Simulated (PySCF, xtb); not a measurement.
BiF₃, SMILES [F][Bi]([F])[F].

Harmonic wavenumbers (cm⁻¹) from GFN2-xTB (xtb) at its own minimum, in rising order: 138, 139, 161, 421, 421, 434.

Problem. What does PySCF with PBE0-D3(BJ)/def2-SVP give at its own minimum? (An estimate is asked for; the answer gives what the named calculation found.)

Solution. 168, 168, 192, 602, 602, 617. Paired by order, the mean absolute difference is 106 cm⁻¹ and the zero-point energies are 2.4 and 3.4 kcal/mol.
